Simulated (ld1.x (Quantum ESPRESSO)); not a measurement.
Logarithmic derivatives: Ti (Z = 22), TM

```
Element                 : titanium (Ti)
Generator               : ld1.x (Quantum ESPRESSO) 7.5
Type                    : norm-conserving Troullier–Martins (Kleinman–Bylander form)
Functional              : PW91
Relativity              : non-relativistic
Frozen core             : [Ne]
Valence charge          : 12
Reference configuration : 3s2 3p6 3d2 4s2 4p0
Partial waves           : 3s (bound): rc 1.50 bohr; 3d (bound): rc 2.35 bohr; 3p (bound): rc 1.50 bohr
Local potential         : the p channel
Core correction         : Bessel-smoothed model core inside 0.95 bohr
```

Occupied shells without a wave of their own: 4s. They enter only through the test configuration that unscreens the potential, and ld1.x also counts them in the model core charge.

The phase is arctan(r·u′/u) with u = r·R(r), unwrapped; energies in Ry, scanned from -7 to 5 Ry. A pole is an energy at which the radial function vanishes at the test radius. The pseudo phase is shifted by a multiple of π to meet the all-electron one at the reference energy, and phase errors are pseudo minus all-electron; the curves can meet again beyond the range given. Levels narrower than the energy grid can be missing from the lists of poles.

```csv
channel,radius (bohr),reference energy (Ry),"poles, all-electron","poles, pseudo",unbroken range about the reference energy with phases within 0.05 rad,phase error 1 Ry above the reference energy (rad)
s,2.56,-4.54,"-4.51, 2.65","-4.51, 2.25",below -0.6,-0.000
p,2.56,-2.85,"-2.78, 3.56","-2.78, 3.45",the whole range,-0.000
d,2.56,-0.33,"-0.02, 4.90",-0.02,below 1.2,+0.017
```

ld1.x takes every shell without a wave as core, so the model core holds the 4s electrons as well and exchange and correlation see them twice. This cancels in the reference configuration, but the file is broken for other ones, and its errors say nothing about a proper core correction.

Phases in the d channel:

| E (Ry) | all-electron | pseudo |
| --- | --- | --- |
| -7.00 | 1.424 | 1.424 |
| -6.48 | 1.418 | 1.418 |
| -5.96 | 1.411 | 1.411 |
| -5.44 | 1.404 | 1.404 |
| -4.92 | 1.395 | 1.395 |
| -4.40 | 1.385 | 1.385 |
| -3.88 | 1.373 | 1.373 |
| -3.36 | 1.357 | 1.358 |
| -2.84 | 1.338 | 1.338 |
| -2.32 | 1.311 | 1.312 |
| -1.80 | 1.271 | 1.272 |
| -1.28 | 1.195 | 1.197 |
| -0.76 | 0.951 | 0.955 |
| -0.24 | -1.261 | -1.260 |
| 0.28 | -1.733 | -1.725 |
| 0.80 | -1.900 | -1.879 |
| 1.32 | -2.125 | -2.059 |
| 1.84 | -2.702 | -2.435 |
| 2.36 | -3.822 | -3.350 |
| 2.88 | -4.327 | -4.108 |
| 3.40 | -4.513 | -4.392 |
| 3.92 | -4.609 | -4.522 |
| 4.44 | -4.671 | -4.597 |
| 4.96 | -4.718 | -4.647 |
